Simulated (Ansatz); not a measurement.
Computed with Ansatz on PBE0-D4/def2-TZVP structures; ΔE is electronic, products minus reactants. CCSD(T)/CBS adds triple-zeta CCSD(T) − MP2 to the extrapolated MP2 energy (def2 sets, frozen cores). DFT in def2-TZVPP. For Ge outer-core shells are correlated without core-valence functions, which leaves a few kJ/mol of doubt a bond. Scalar relativity is left out up to krypton. Each species was taken in one conformer, which may not be the lowest.

Consider the ligand exchange at the Si–C bond: `N[SiH2]C[SiH2]Cl` + `[NH2][GeH2][Cl]` → `Cl[SiH2][NH][GeH2][Cl]` + `C[SiH2]N`.

`N[SiH2]C[SiH2]Cl`:

Z-matrix (Å, degrees):
```
Si
C 1 1.873
N 1 1.721 2 109.5
H 1 1.484 2 111.5 3 117.1
H 1 1.495 2 106.8 3 -124.8
Si 2 1.855 1 115.7 3 172.3
H 2 1.098 1 108.2 3 52.9
H 2 1.095 1 109.0 3 -63.3
H 3 1.008 1 120.7 2 -62.3
H 3 1.007 1 119.0 2 154.9
Cl 6 2.063 2 110.0 1 53.8
H 6 1.484 2 112.0 1 172.5
H 6 1.483 2 111.1 1 -64.8
```

`[NH2][GeH2][Cl]`:

```xyz
7

N     0.789    0.617   -0.654
Ge   -0.597   -0.307    0.074
Cl   -0.218   -0.912    2.129
H     1.648    0.094   -0.749
H     0.990    1.504   -0.213
H    -0.789   -1.604   -0.715
H    -1.822    0.608    0.127
```

`Cl[SiH2][NH][GeH2][Cl]`:

Cartesian coordinates in Å:
```
Cl 0.650 0.693 -2.917
Si 1.204 0.282 -0.972
N -0.022 0.655 0.156
Ge -1.216 -0.509 0.896
Cl -0.561 -1.041 2.884
H 2.413 1.094 -0.718
H 1.457 -1.173 -0.899
H -0.129 1.618 0.439
H -1.219 -1.790 0.062
H -2.576 0.172 1.069
```

`C[SiH2]N`:

```xyz
10

C     0.107   -1.347    0.363
Si   -0.567    0.381    0.111
N     0.487    1.509   -0.647
H    -0.639   -1.982    0.851
H     1.000   -1.334    0.992
H     0.371   -1.810   -0.591
H    -0.921    0.945    1.442
H    -1.787    0.290   -0.739
H     1.270    1.897   -0.148
H     0.678    1.452   -1.634
```

```
         level  ΔE (kcal/mol)
           PBE          -11.8
MP2/def2-QZVPP          -13.9
```

Q: What does CCSD(T)/CBS give? (Estimate.)

A: Computed: -13.6 kcal/mol. The listed levels differ from it by 1.8, -0.3 kcal/mol.

Largest T1 diagnostic among the species: 0.010.

In def2-TZVPP, CCSD(T) changes the Hartree–Fock value by +2.5 kcal/mol (the triples alone add +0.3 kcal/mol) and MP2 by +2.3 kcal/mol.
